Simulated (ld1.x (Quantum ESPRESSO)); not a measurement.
Ag, TM: configuration errors across variants

ld1.x (Quantum ESPRESSO) 7.5 input, shortened:

```
&input
   title='Ag', zed=47., rel=1, dft='PW91', iswitch=3,
   config='[Kr] 4d10 4f-2 5s1 5p0'
 /
 &inputp
   pseudotype=2, tm=.true., lloc=1,
   nlcc=.true., rcore=0.70
 /
4
5S  1  0   1.00   0.00  2.45  2.45  0.0
4D  3  2  10.00   0.00  1.40  1.40  0.0
4F  4  3  -2.00  -0.05  3.60  3.60  0.0
5P  2  1   0.00   0.00  4.20  4.20  0.0
 &test
   configts(1)='4d10 5s1 5p0'
 /
```

All-electron excitation energies from the reference (eV): (1) 4d10 5s0 5p0 7.825; (2) 4d9 5s0 5p0 30.019; (3) 4d8 5s0 5p0 66.295.

Tests that are not counted but printed errors over 1 eV. “base”: 4d9 5s2 5p0 (solver errors, printed error -1007 eV); 4d9 5s1 5p1 (solver errors, printed error -876 eV); 1 more. “all radii but the core radius scaled by about 1.12 (s 2.74, p 4.70, d 1.56, f 4.02 bohr)”: 4d9 5s1 5p0 (solver errors, printed error -2.8 eV).

A true bound ghost makes a file unfit for plane-wave use even where its test errors are small: the radial tests pick states by their node count and pass the ghost by. Where a test does run into it, the solver fails or the error is huge.

Errors AE − PS in meV (a dash: test not solved or not reliable):

| change | (1) | (2) | (3) | bound ghosts |
| --- | --- | --- | --- | --- |
| base | -15 | -244 | -1088 | s |
| all radii but the core radius scaled by about 0.75 (s 1.84, p 3.16, d 1.06, f 2.70 bohr) | -10 | -226 | -1042 | none |
| all radii but the core radius scaled by about 0.87 (s 2.12, p 3.64, d 1.22, f 3.12 bohr) | -14 | -230 | -1054 | none |
| all radii but the core radius scaled by about 0.93 (s 2.28, p 3.90, d 1.30, f 3.34 bohr) | -15 | -234 | -1064 | none |
| all radii but the core radius scaled by about 1.12 (s 2.74, p 4.70, d 1.56, f 4.02 bohr) | -14 | -265 | -1133 | f, s |
| all radii but the core radius scaled by about 1.18 (s 2.90, p 4.96, d 1.66, f 4.26 bohr) | -14 | -286 | -1177 | s |
| all radii but the core radius scaled by about 1.30 (s 3.20, p 5.48, d 1.82, f 4.70 bohr) | -16 | -329 | -1260 | s |

Q: Give the same row for: all radii but the core radius scaled by about 1.39 (s 3.40, p 5.84, d 1.94, f 5.00 bohr).

A: -18, -356, -1303; bound ghosts: s.
